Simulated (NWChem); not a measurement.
## H₅NTi in NWChem

```xyz
7

Ti     0.3371    -0.3291     0.0060
N     -0.9861     0.9303     0.0000
H     -0.8271     1.9122     0.2253
H     -1.9657     0.7697    -0.2330
H      1.3981    -0.0005     1.2961
H     -0.2984    -1.9110     0.0158
H      1.1806    -0.0422    -1.4360
```
Charge 0, spin multiplicity 1.

The numbers come from NWChem runs, not from measurements. Structure: optimised with PBE0/def2-SVP, a minimum by its harmonic frequencies.

Symmetry labels belong to the abelian group C1 used in the runs, with the axes of the coordinates shown.

The structure started from a generated list of species.

Question: List the lowest 6 singlet excitations that TD-PBE/def2-SVP gives, with oscillator strengths.

Answer: 
```tsv
state	symmetry	energy (eV)	wavelength (nm)	f
1	a	3.18	390	0.000
2	a	3.36	369	0.000
3	a	3.56	349	0.000
4	a	3.76	330	0.001
5	a	3.88	320	0.002
6	a	3.97	312	0.000
```
